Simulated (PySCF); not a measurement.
Ga(Cl)3 cation (Cl3Ga), SMILES [Cl][Ga]([Cl])[Cl] (connectivity only; charge and spin as stated), charge +1, multiplicity 2.

The structure is a stationary point at B3LYP-D3(BJ)/def2-SVP. The multiplicity is an assumed one; other spin states were not compared. The isomer is the one that the SMILES or the coordinates give; other isomers of the formula were not compared.

Method: IEF-PCM-B3LYP/def2-SVP run with PySCF.

The values are the electrostatic part of the solvation free energy, E(continuum) − E(gas) at the gas-phase geometry, in a cavity of scaled van der Waals radii (PySCF's table); cavitation and dispersion terms are not included. A continuum can't describe solvent molecules that bind to the metal.

Problem. Estimate the values in water (ε = 78.36), n-hexane (ε = 1.88), cyclohexanone (ε = 15.62). (An estimate is asked for; the answer gives what the named calculation found.)

Solution. 
| solvent | ε | ΔG(elec) (kcal/mol) |
|---|---|---|
| water | 78.36 | -61.0 |
| n-hexane | 1.88 | -27.9 |
| cyclohexanone | 15.62 | -57.5 |
